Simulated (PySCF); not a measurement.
# Electron correlation in Cu (copper, neutral)

[Ar] 3d10 4s1, 2S determinant. Computed with PySCF 2.14 in 6-31G* (5s4p2d1f, 34 functions), with the non-relativistic Hamiltonian (point nucleus). Frozen: [Ar]; 11 electrons correlated.

MP2 pair energies summed by pair of shells (mhartree):

```csv
pair,energy,share (%)
3d-3d,-243.51,95.5
3d-4s,-11.57,4.5
```

Total MP2 correlation energy: -255.07 mhartree.

Same-spin part -93.42 and opposite-spin part -161.66 mhartree; SCS-MP2 scales them by 1/3 and 6/5 to -225.13 mhartree.

```json
{"level": "CCSD", "correlation energy (mhartree)": "-227.61"}
{"level": "(T)", "correlation energy (mhartree)": "-7.29"}
{"level": "CCSD(T)", "correlation energy (mhartree)": "-234.90"}
```

Diagnostics: T1 = 0.0091, D1 = 0.0342, largest double amplitude 0.032.

**Question.** Is a single reference adequate?

**Answer.** Yes: T1 lies below 0.03 and no double amplitude reaches 0.07.
